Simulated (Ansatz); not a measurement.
Scan of the Si4–H5 bond length

CH$_{3}$NOSi (SMILES O=C=N[SiH3]), closed shell, at its PBE0-D4/def2-TZVP minimum:

| atom | x (Å) | y (Å) | z (Å) |
| --- | --- | --- | --- |
| O1 | 1.1589 | -2.4161 | 1.4292 |
| C2 | 0.7166 | -1.4908 | 0.8764 |
| N3 | 0.2647 | -0.5455 | 0.3114 |
| Si4 | -0.3831 | 0.8101 | -0.4954 |
| H5 | 0.7284 | 1.5984 | -1.0772 |
| H6 | -1.1347 | 1.6347 | 0.4794 |
| H7 | -1.2895 | 0.3411 | -1.5695 |

The bond length Si4–H5 (1.482 Å at the minimum) is set to the values below, the two halves moving rigidly along the bond. Each method's energies count from its own value at the PBE0-D4 minimum structure. Ansatz 0.2.0; basis: def2-TZVPP; cores frozen in the correlated methods. B3LYP uses VWN-RPA correlation.

```
bond length (Å)  CCSD(T) (eV)  PBE0-D4 (eV)  r2SCAN-D4 (eV)  MP2 (eV)  PBE-D4 (eV)
          1.274         0.515         0.535           0.527     0.502        0.565
          1.318         0.292         0.309           0.303     0.281        0.334
          1.382         0.093         0.103           0.100     0.085        0.119
          1.456         0.003         0.006           0.005     0.001        0.010
          1.539         0.034         0.028           0.029     0.040        0.017
          1.628         0.174         0.158           0.160     0.190        0.130
          1.723         0.403         0.377           0.379     0.434        0.327
          1.822         0.695         0.655           0.659     0.744        0.579
          1.926         1.031         0.985           0.987     1.104        0.881
```

Minimum and curvature along this coordinate at CCSD(T): A fifth-order fit through the nearest points gives 1.475 Å, with a curvature of about 19 eV/Å².

**Question.** Treat the two halves as rigid bodies and work out the harmonic wavenumber of this stretch from that curvature (ν̃ = 521.5 √(k/μ) cm⁻¹ with k in eV/Å² and μ in u).

**Answer.** The halves weigh 72.12 and 1.01 u, so μ = 72.12 × 1.01/73.13 = 0.996 u and ν̃ = 521.5 √(19/0.996) ≈ 2300 cm⁻¹. A true normal mode mixes in other motions, so this is a guide only.

Largest difference from the CCSD(T) curve over the scan: B3LYP-D4 0.055; wB97M-V 0.035; HF 0.123 eV. Each curve counts from its own value at the minimum.

No T1 diagnostic of these runs exceeds 0.017.

For scale, one of the runs: CCSD(T)/def2-TZVPP, 177 basis functions (an equivalent command: `ansatz run in.yaml --threads 2`). The run took 50 s on 2 CPU threads (shared host), with 1.6 GiB of host memory at its peak.
